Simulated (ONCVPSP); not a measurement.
Which change was made? (Sn, ONCV)

Sn (Z = 50), optimised norm-conserving Vanderbilt (ONCV), made with ONCVPSP 4.0.1 (LDA (Perdew-Zunger), scalar-relativistic). Core [Ar] 3d10, reference 4s2 4p6 4d10 5s2 5p2. Waves: 4s+5s: rc 1.30 bohr, ncon 3, nbas 6, qcut 8.1 1/bohr, 2 projectors; 4p+5p: rc 1.65 bohr, ncon 4, nbas 9, qcut 8.6 1/bohr, 2 projectors; 4d: rc 1.55 bohr, ncon 4, nbas 9, qcut 9.4 1/bohr, 2 projectors, debl 2.2 Ha. Local part: polynomial inside 1.10 bohr (lpopt 5, dvloc0 2 Ha). Core correction: Teter function, fcfact 4.25, rcfact 1.5.

Cutoffs, loose and tight: the cutoffs (Ha) at which the residual kinetic energy of the hardest occupied pseudo-wave falls to 1 and 0.1 mHa per electron. They do not see the model core or the augmentation charge, which bear on the density cutoff. Test errors are all-electron minus pseudo excitation energies from the reference, over the configurations 4s2 4p6 4d10 5s2 5p1; 4s2 4p6 4d10 5s2 5p0; 4s2 4p6 4d10 5s1 5p0; 4s2 4p6 4d10 5s0 5p4; variants that change the core or the reference have their own tests.

The base gives: outcome: generated; cutoff, loose: 35 Ha; cutoff, tight: 39 Ha; bound ghosts: none; GHOST(+) flags above zero: none; largest test error (meV): -14.

Question: After one change the result is: outcome: generated; cutoff, loose: 44 Ha; cutoff, tight: 52 Ha; bound ghosts: none; GHOST(+) flags above zero: none; largest test error (meV): -13. Which change was it?
A. reference 4s2 4p6 4d10 5s1.5 5p2.5
B. d: qcut 12.4
C. p: rc 1.92

Answer: B. The others give: p: rc 1.92 → outcome: generated; cutoff, loose: 35 Ha; cutoff, tight: 39 Ha; bound ghosts: p; GHOST(+) flags above zero: none; largest test error (meV): -14 | reference 4s2 4p6 4d10 5s1.5 5p2.5 → outcome: generated; cutoff, loose: 35 Ha; cutoff, tight: 39 Ha; bound ghosts: none; GHOST(+) flags above zero: none; largest test error (meV): -31.
